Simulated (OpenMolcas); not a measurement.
# Se I: effect of the basis set

```
Program             : OpenMolcas
Method              : SS-CASPT2, IPEA 0.25 Eh, imaginary shift 0.1 Eh (closed shells correlated: 3d 4s)
Active space        : 4 electrons in 3 orbitals (4p)
State averaging     : 2S+1 = 3 even, 3 roots; 2S+1 = 1 even, 6 roots
Spin-orbit coupling : RASSI with atomic mean-field integrals over the reference wave functions, term energies averaged over their components
```

A. ANO-RCC-VDZP [5s4p2d], DKH2, point nucleus; CASPT2 step about 0.5 core-seconds
B. ANO-R1 [5s4p3d1f], X2C, finite nucleus; CASPT2 step about 0.7 core-seconds
C. ANO-RCC-VTZP [6s5p3d1f], DKH2, point nucleus; CASPT2 step of the order of 1.1 core-seconds
D. ANO-RCC-VQZP [7s6p4d2f1g], DKH2, point nucleus; CASPT2 step of the order of 1.5 core-seconds
E. ANO-R2 [6s6p4d3f1g], X2C, finite nucleus; CASPT2 step roughly 1.7 core-seconds
F. ANO-R3 [7s6p5d4f2g], X2C, finite nucleus; CASPT2 step roughly 2.4 core-seconds

Energies in cm-1 above 4s2 4p4 3P2, the measured ground level; measured values from NIST Handbook of Basic Atomic Spectroscopic Data.

```tsv
Level	A	B	C	D	E	F	Measured
4s2 4p4 3P2	0.0	0.0	0.0	0.0	0.0	0.0	0.0
4s2 4p4 3P1	1851	1752	1833	1854	1835	1842	1989
4s2 4p4 3P0	2440	2330	2410	2420	2410	2410	2534
4s2 4p4 1D2	10760	10970	9920	9590	9910	9650	9576
4s2 4p4 1S0	24090	24730	23560	23030	23390	23010	22446
```

Deviations, from unrounded energies. A percentage is the sum of absolute deviations over the sum of measured energies, with the sign that they share, or ± where signs differ.

| Against measurement | Levels | A | B | C | D | E | F |
| --- | --- | --- | --- | --- | --- | --- | --- |
| mean absolute deviation (cm-1) | 4 | 770 | 1000 | 440 | 210 | 390 | 230 |
| fine structure of the ground term (%) | 2 | -5.2 | -9.7 | -6.3 | -5.5 | -6.3 | -6.1 |
| other terms of the ground configuration (%) | 2 | +8.9 | +11.5 | +4.6 | +1.9 | +4.0 | +2.0 |

D lies closest to measurement on these levels and B furthest from it. The largest miss of D in the table is 4s2 4p4 1S0, by +590 cm-1. The ranking rests on the paired levels alone, and a cruder setting can come out closer through cancelling errors.

The two smallest mean deviations differ by little beside CASPT2's spread within terms, so their order carries little weight.

Among A to F the level of the table that moves most is 4s2 4p4 1S0, by 1700 cm-1 (lowest in F, highest in B). Moves below CASPT2's spread within the term are not significant.

CASPT2 does not keep the components of a term degenerate, so their means are used; among the terms shown or strongly mixed into the levels shown the widest spread is 180 cm-1 (4s2 4p4 1D, D). With the s shell closed, the reference lacks s² → p² mixing. Measured partners are found by configuration, term and J. A level has none where our copy of the source lacks it or the pairing is in doubt (some pairs that miss far off the trend of their configuration count as doubtful), and it then counts in no deviation. Levels of configurations outside the active space are missing.
